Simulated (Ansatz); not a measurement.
`[CH3][GeH]([F])[CH]=O` → `[CH3][Ge][F]` + `C=O`  (germylene formation by 1,1-elimination)

Gas-phase electronic energies from Ansatz, PBE0-D4/def2-TZVP geometries. CCSD(T)/CBS is the MP2 limit (def2-TZVPP, def2-QZVPP) plus CCSD(T) − MP2 in def2-TZVPP, frozen cores. This one scheme is used for every species. DFT in def2-TZVPP. B3LYP here is the variant with VWN-RPA as its local correlation; programs differ in this. For Ge outer-core shells are correlated without core-valence functions, which leaves a few kJ/mol of doubt a bond. Scalar relativity is left out up to krypton. Each species was taken in one conformer, which may not be the lowest.

CCSD(T)/CBS gives +83.8 kJ/mol.

(1) Another level gave +76.7 kJ/mol. Which?
A. B2PLYP/def2-TZVPP
B. HF/def2-TZVPP
C. PBE0-D4/def2-TZVPP
D. B3LYP/def2-TZVPP

Largest T1 diagnostic among the species: 0.015.

Answers

(1) A. B2PLYP 76.7, B3LYP 59.9, PBE0-D4 93.3, HF/def2-TZVPP 72.0 kJ/mol.

From PBE to PBE0 (25 % exact exchange), in def2-TZVPP and without D4, ΔE moves by +12.7 kJ/mol. The D4 term adds +10.7 kJ/mol with B3LYP and +6.0 kJ/mol with PBE0; it sums over pairs of atoms, weighted by their polarisabilities, and B3LYP, whose exchange is more repulsive, gets the larger term. In def2-TZVPP, CCSD(T) changes the Hartree–Fock value by +23.5 kJ/mol (the triples alone add +3.1 kJ/mol) and MP2 by +32.1 kJ/mol.
